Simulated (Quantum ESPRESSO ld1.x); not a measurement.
The numbers below are computed, except where a source is named.
Question: Species: Pd10+. Configuration: [Kr]. Level of theory: scalar-relativistic Kohn-Sham, relativistic LDA (MacDonald-Vosko exchange, VWN5 correlation), spin-unpolarised, spherical densities, point nucleus (ld1.x of Quantum ESPRESSO 7.5). Some entries of the table are withheld. Estimate them.

orbital  occ.  eigenvalue (eV)  <r> (bohr)
1s          2         -24233.4         (1)
2s          2              (2)      0.1387
2p          6         -3358.86         (3)
3s          2         -830.763      0.3795
3p          6         -712.580      0.3781
3d         10         -524.279      0.3554
4s          2         -266.050      0.8843
4p          6         -228.752      0.9351

Answer: 
(1) 1s <r> (bohr): 0.03197
(2) 2s eigenvalue (eV): -3716.85
(3) 2p <r> (bohr): 0.1208
